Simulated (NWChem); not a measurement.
Molecule: CuI; SMILES [Cu][I]

```xyz
2

Cu     0.0000     0.0000    -1.5371
I      0.0000     0.0000     0.8411
```
Atoms are numbered in this order, from 1.

All runs: NWChem. Coordinates come from a PBE0/def2-SVP optimisation. def2 effective core potentials on I; no spin-orbit coupling.

Q: Estimate the computed values for PBE/def2-SVP. Quantities: highest occupied level (eV); orbital gap (eV); dipole (D).

A: 
```
Quantity                     Value
---------------------------  -----
highest occupied level (eV)  -5.17
orbital gap (eV)              1.78
dipole (D)                    4.29
```
